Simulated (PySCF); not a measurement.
Deuteron quadrupole couplings in `CC[C@@H](C)C[SiH](F)F`

Compound: C5H12F2Si.
Z-matrix (Å and degrees, GFN2-xTB geometry), rows numbered from 1:
```
C 
C   1  1.5244
C   2  1.5319  1  113.50
C   3  1.5277  2  111.51  1    68.43
C   3  1.5366  2  110.55  1  -169.55
Si  5  1.8888  3  115.17  2    66.49
F   6  1.6025  5  109.11  3   153.73
F   6  1.6016  5  109.62  3    43.08
H   1  1.0866  2  111.38  3   -63.53
H   1  1.0877  2  110.15  3   176.65
H   1  1.0878  2  110.33  3    57.05
H   2  1.0928  1  108.25  3  -120.58
H   2  1.0928  1  109.57  3   122.34
H   3  1.0951  2  108.26  1   -50.81
H   4  1.0886  3  110.41  2    60.41
H   4  1.0863  3  111.05  2   -60.06
H   4  1.0879  3  110.52  2  -179.69
H   5  1.0947  3  108.37  2  -172.67
H   5  1.0924  3  108.54  2   -58.02
H   6  1.4441  5  120.95  3   -82.12
```

Level: PBE0/pcSseg-1 (PySCF, non-relativistic); Q(2H) = 0.00286 b; rigid geometry, the same for H and D, with no vibrational averaging.

Task: Rank these positions by the coupling χzz of a deuteron there, largest first.
A. H16 (methyl hydrogen)
B. H20 (Si–H hydrogen)
C. H12 (methylene hydrogen)
D. H14 (methine hydrogen)

Result: A (214 kHz), C (204 kHz), D (197 kHz), B (114 kHz).

Task: Give the electric field gradient Vzz (the principal value of largest size), its asymmetry and the 2H coupling at each hydrogen.

Result: 
```csv
atom,bonded to,bond length (Å),Vzz (au),η,χzz (kHz)
H9,C1,1.087,0.3171,0.02,213
H10,C1,1.088,0.3157,0.02,212
H11,C1,1.088,0.3140,0.02,211
H12,C2,1.093,0.3038,0.06,204
H13,C2,1.093,0.3028,0.02,203
H14,C3,1.095,0.2925,0.01,197
H15,C4,1.089,0.3133,0.02,211
H16,C4,1.086,0.3179,0.02,214
H17,C4,1.088,0.3148,0.02,212
H18,C5,1.095,0.3034,0.02,204
H19,C5,1.092,0.3088,0.02,208
H20,Si6,1.444,0.1701,0.01,114
```

Task: Average by the element that carries the hydrogen.

Result: on C: 208 kHz over 11 positions, mean bond length 1.090 Å; on Si: 114 kHz over 1 position, mean bond length 1.444 Å.

Task: How does χzz go with the bond length over the 11 C–H bonds?

Result: A straight-line fit has a slope of -15.1 kHz for each 0.01 Å, with a correlation coefficient of -0.94, over lengths from 1.086 to 1.095 Å. The longer bonds have the smaller couplings here.

Task: A static deuteron (I = 1) shows a doublet split by (3/2)χ, (3/4)χ(1 + η) and (3/4)χ(1 − η) with the field along z, y and x of the gradient. What are these for H14?

Result: With |χ| = 196.5 kHz and η = 0.009: 295, 149 and 146 kHz, to first order and without motion.

Isolated species at its GFN2-xTB geometry (one conformer only). GFN2-xTB bond lengths can be off by several hundredths of an ångström, more for odd bonds, and the gradients follow them. With a basis this small, the couplings can be 20 % off.
